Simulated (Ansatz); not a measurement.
`C[O][Ge]([F])([Cl])[SeH]`, relaxed with RKS PBE0-D4/def2-TZVP in Ansatz 0.2.0 from a GFN2-xTB geometry. The force threshold is 0.005 eV/Å; the program also tests the step.

Charge 0, multiplicity 1.

Start:

```xyz
10

C    -0.001    1.475   -0.799
O    -0.245    0.566    0.264
Ge    0.367   -1.083    0.378
F    -0.277   -1.863   -1.112
Cl    2.454   -1.214    0.101
Se   -0.640   -1.933    2.287
H     1.056    1.744   -0.852
H    -0.315    1.056   -1.756
H    -0.592    2.364   -0.578
H    -1.807   -1.112    2.069
```

(1) By how much does the energy fall, and how many steps does the optimiser take? (Estimate.)

(2) Which bonds change most? (Estimate.)

(3) Give the relaxed structure. (Estimate.)

## Answers

(1) The calculation gave: 3.68 kcal/mol, in 16 steps, 2 of them rejected.

(2) The calculation gave: Ge3–F4 from 1.801 to 1.729 Å; Se6–H10 from 1.443 to 1.471 Å; Ge3–Cl5 from 2.110 to 2.131 Å; O2–Ge3 from 1.763 to 1.747 Å.

(3) Computed: 
```xyz
10

C     0.018    1.470   -0.835
O    -0.268    0.677    0.309
Ge    0.267   -0.984    0.369
F    -0.308   -1.732   -1.080
Cl    2.388   -1.145    0.250
Se   -0.525   -2.012    2.279
H     1.096    1.596   -0.974
H    -0.412    1.036   -1.742
H    -0.430    2.450   -0.664
H    -1.826   -1.355    2.087
```
